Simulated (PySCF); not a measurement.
## SMILES C(Cl)C[C@@]12CC[C@@H]1C2, C₇H₁₁Cl

Geometry:
```
atom   x (Å)   y (Å)   z (Å)
 Cl1   3.847  -0.923   0.514
  C2   2.348   0.014   0.262
  C3   1.132  -0.901   0.256
  C4  -0.123  -0.094   0.077
  C5  -0.572   0.526  -1.245
  C6  -2.035   0.190  -0.886
  C7  -1.557  -0.416   0.426
  C8  -0.806   0.625   1.201
  H9   2.455   0.531  -0.692
 H10   2.289   0.741   1.071
 H11   1.083  -1.449   1.200
 H12   1.227  -1.629  -0.553
 H13  -0.343   1.585  -1.366
 H14  -0.214  -0.018  -2.116
 H15  -2.483  -0.537  -1.560
 H16  -2.707   1.042  -0.783
 H17  -1.976  -1.293   0.890
 H18  -0.502   0.349   2.201
 H19  -1.073   1.667   1.096
```

Theory: TDDFT CAM-B3LYP/def2-SVPD circular dichroism and optical rotation, one conformer, gas phase (PySCF). Geometry: GFN2-xTB.

The molecule is flexible and this is one conformer; a measurement averages over conformers. Singlets 5 and 6 lie within 0.01 eV of each other, so their separate moments and overlaps can depend on how they mix.

(1) Draw the ECD and absorption spectra from the lowest 12 states, each a Gaussian of half-width 0.25 eV at 1/e height.

Results:

(1) 
```tsv
E (eV)	λ (nm)	Δε (L mol⁻¹ cm⁻¹)	ε (L mol⁻¹ cm⁻¹)
6.71	185	-0.26	26.1
6.86	181	-1.97	203
7.01	177	-7.26	790
7.16	173	-12.74	1610
7.31	170	-11.24	1980
7.46	166	-10.39	1910
7.61	163	-15.17	1940
7.76	160	-6.08	2600
7.91	157	+11.96	4560
8.06	154	+8.83	7390
8.21	151	-0.24	8610
8.36	148	+7.46	6710
```
Δε uses R in velocity form, ε uses f in length form. Only the states computed contribute, so the short-wavelength end is incomplete.
